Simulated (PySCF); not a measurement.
## Au²⁺ (gold, charge +2) across methods

[Xe] 4f14 5d8 6s1, high-spin 4F determinant (an excited configuration). All numbers are calculated (PySCF 2.14, scalar relativity through the core potential, in def2-TZVPPD with the def2 core potential (60 electrons) (6s5p3d2f1g, 59 functions)).

| method | E (hartree) | mean ε 5d α (eV) | mean ε 5d β (eV) | mean ε 6s α (eV) | Σ⟨r²⟩ (bohr²) | ⟨S²⟩ |
| --- | --- | --- | --- | --- | --- | --- |
| r2SCAN | -134.5144 | -31.594 | -29.731 | -25.011 | 36.21 | 3.751 |
| UHF | -133.67153 | -37.939 | -35.709 | -27.385 | 36.31 | 3.753 |
| PBE0 | -134.4528 | -32.990 | -31.247 | -25.590 | 36.29 | 3.751 |
| wB97X-V | -134.4214 | -35.306 | -33.826 | -27.540 | 36.28 | 3.751 |
| r2SCANh | -134.4944 | -32.322 | -30.440 | -25.352 | 36.20 | 3.751 |
| LDA | -134.2079 | -31.127 | -29.491 | -25.102 | 36.57 | 3.750 |
| TPSS | -134.4307 | -31.010 | -29.436 | -24.592 | 36.37 | 3.751 |
| MN15 | -134.2128 | -33.422 | -31.860 | -26.685 | 36.52 | 3.751 |

Task: Estimate the same row for PBE.

Result: E (hartree) = -134.4823; mean ε 5d α (eV) = -31.006; mean ε 5d β (eV) = -29.394; mean ε 6s α (eV) = -24.733; Σ⟨r²⟩ (bohr²) = 36.40; ⟨S²⟩ = 3.751.

Energies and moments cover only the electrons outside the core potential. Spin-orbit coupling, absent here, splits the open shell strongly.
